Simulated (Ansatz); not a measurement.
The cluster In2P. The state is a doublet with charge 0. Geometry relaxed at r2SCAN-D4/def2-TZVP.

```
atom    x (Å)    y (Å)    z (Å)
 In1  -0.2942  -1.3891   1.7385
 In2   1.0802   1.4504  -1.3297
  P3  -0.7860  -0.0613  -0.4088
```

In the def2 sets In takes a core potential; there is no spin–orbit coupling. The structure comes from a short search, and lower isomers may exist.

(1) Estimate the harmonic wavenumbers at UKS r2SCAN-D4/def2-TZVP (Ansatz, unscaled). Is this a minimum?

Results:

(1) 37, 220, 309 cm⁻¹. Yes, no mode is imaginary beyond noise. Zero-point energy 3.4 kJ/mol. Run time 67 s (4 threads of Arm Neoverse V1 on a shared host).
